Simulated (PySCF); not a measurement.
Stepwise substitution at one centre (In H-OH). Gas-phase values, no solvent. One relaxed conformer stands for each flexible species; it need not be the lowest. Strings in code marks are SMILES.

The four lowest singlet excitations (Tamm–Dancoff). All values below come from PySCF with B3LYP-D3(BJ)/def2-TZVP. B3LYP has the VWN-RPA correlation part, as in Gaussian. Excitations are Tamm–Dancoff values on a coarser integration grid. The basis has no diffuse functions, so Rydberg states are missing or too high.

| state | energy (eV) | wavelength (nm) | oscillator strength |
|---|---|---|---|
| S1 | 4.75 | 261 | 0.000 |
| S2 | 4.75 | 261 | 0.000 |
| S3 | 5.50 | 225 | 0.072 |
| S4 | 5.78 | 215 | 0.079 |

Task: Name which member gives these states.
A) `[OH][InH2]`
B) `[OH][InH][OH]` (H–O–In–O torsion 0°, O–In–O–H torsion 0°)
C) `[OH][In]([OH])[OH]`

Result: C, `[OH][In]([OH])[OH]`
